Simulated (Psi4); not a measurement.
C3H8O2, triplet, at the geometry of the source list (a higher spin typed on purpose: for a closed-shell molecule this is an excited state); B3LYP/def2-SV(P) (Psi4 1.11).

Psi4 was given this input:
```
memory 2 GB

molecule {
0 3
  C     1.49740000    0.21070000    0.26420000
  C     0.09340000    0.38200000   -0.30340000
  O    -0.62200000    1.41610000    0.34790000
  C    -0.71930000   -0.91880000   -0.22110000
  O    -2.00020000   -0.74760000   -0.76880000
  H     2.03680000    1.15230000    0.20750000
  H     1.44840000   -0.10470000    1.30570000
  H     2.04010000   -0.54110000   -0.30040000
  H     0.14120000    0.70250000   -1.34960000
  H    -0.59560000    1.25210000    1.29830000
  H    -0.23270000   -1.71600000   -0.78560000
  H    -0.79530000   -1.23070000    0.83530000
  H    -2.29210000    0.14330000   -0.52990000
}

set basis def2-sv(p)
set reference uks

energy('b3lyp')
print_variables()
```

Predict the main parts of the log of this Psi4 run.


```
   => Loading Basis Set <=

    Name: DEF2-SV(P)
    Role: ORBITAL
    Keyword: BASIS

         ---------------------------------------------------------
                                   SCF
               by Justin Turney, Rob Parrish, Andy Simmonett
                          and Daniel G. A. Smith
                              UKS Reference
         ---------------------------------------------------------

  ==> Geometry <==

    Molecular point group: c1
    Full point group: C1

    Geometry (in Angstrom), charge = 0, multiplicity = 3:

       Center              X                  Y                   Z               Mass
    ------------   -----------------  -----------------  -----------------  -----------------
         C            1.888174696424     0.126094919568     0.384764568806    12.000000000000
         C            0.484174696424     0.297394919568    -0.182835431194    12.000000000000
         O           -0.231225303576     1.331494919568     0.468464568806    15.994914619570
         C           -0.328525303576    -1.003405080432    -0.100535431194    12.000000000000
         O           -1.609425303576    -0.832205080432    -0.648235431194    15.994914619570
         H            2.427574696424     1.067694919568     0.328064568806     1.007825032230
         H            1.839174696424    -0.189305080432     1.426264568806     1.007825032230
         H            2.430874696424    -0.625705080432    -0.179835431194     1.007825032230
         H            0.531974696424     0.617894919568    -1.229035431194     1.007825032230
         H           -0.204825303576     1.167494919568     1.418864568806     1.007825032230
         H            0.158074696424    -1.800605080432    -0.665035431194     1.007825032230
         H           -0.404525303576    -1.315305080432     0.955864568806     1.007825032230
         H           -1.901325303576     0.058694919568    -0.409335431194     1.007825032230

  Running in c1 symmetry.

  Rotational constants: A =      0.27962  B =      0.12195  C =      0.09333 [cm^-1]
  Rotational constants: A =   8382.83121  B =   3655.94381  C =   2798.03447 [MHz]
  Nuclear repulsion =  195.316196346513578

  Charge       = 0
  Multiplicity = 3
  Electrons    = 42
  Nalpha       = 22
  Nbeta        = 20

  ==> Algorithm <==

  SCF Algorithm Type is DF.
  DIIS enabled.
  MOM disabled.
  Fractional occupation disabled.
  Guess Type is SAD.
  Energy threshold   = 1.00e-06
  Density threshold  = 1.00e-06
[...]
      Ntotal   =   41.9999627388 ; deviation = -3.726e-05

   @Spin Contamination Metric:   4.545776624E-03
   @S^2 Expected:                2.000000000E+00
   @S^2 Observed:                2.004545777E+00
   @S   Expected:                1.000000000E+00
   @S   Observed:                1.000000000E+00

    Orbital Energies [Eh]
    ---------------------

    Alpha Occupied:

[...]
      22A     -0.025196

    Alpha Virtual:

[...]
      86A      3.314810

    Beta Occupied:

[...]
    Beta Virtual:

[...]
    Final Occupation by Irrep:
              A
    DOCC [    20 ]
    SOCC [     2 ]
    NA   [    22 ]
    NB   [    20 ]

  @DF-UKS Final Energy:  -269.07547154818872

   => Energetics <=

    Nuclear Repulsion Energy =            195.3161963465135784
    One-Electron Energy =                -751.2338458773897401
    Two-Electron Energy =                 316.2389016936741655
    DFT Exchange-Correlation Energy =     -29.3967237109867554
    Empirical Dispersion Energy =           0.0000000000000000
    VV10 Nonlocal Energy =                  0.0000000000000000
    Total Energy =                       -269.0754715481887160

  UHF NO Occupations:
  HONO-2 :   20  A 1.9985702
  HONO-1 :   21  A 1.0000000
  HONO-0 :   22  A 1.0000000
  LUNO+0 :   23  A 0.0014298
  LUNO+1 :   24  A 0.0002362
  LUNO+2 :   25  A 0.0002163
  LUNO+3 :   26  A 0.0000976

Computation Completed

Properties will be evaluated at   0.000000,   0.000000,   0.000000 [a0]

Properties computed using the SCF density matrix

 Multipole Moments:

 ------------------------------------------------------------------------------------
     Multipole            Electronic (a.u.)      Nuclear  (a.u.)        Total (a.u.)
 ------------------------------------------------------------------------------------

 L = 1.  Multiply by 2.5417464519 to convert [e a0] to [Debye]
 Dipole X            :         -3.9178706            4.5631921            0.6453215
 Dipole Y            :          0.5995550           -0.9530142           -0.3534591
 Dipole Z            :         -2.1594932            1.5420390           -0.6174542
 Magnitude           :                                                    0.9605326

 ------------------------------------------------------------------------------------

  Variable Map:
  ----------------------------------------------------------------------------
[...]
  Array Variable Map:
  ----------------------------------------------------------------------------
[...]
[...]
```
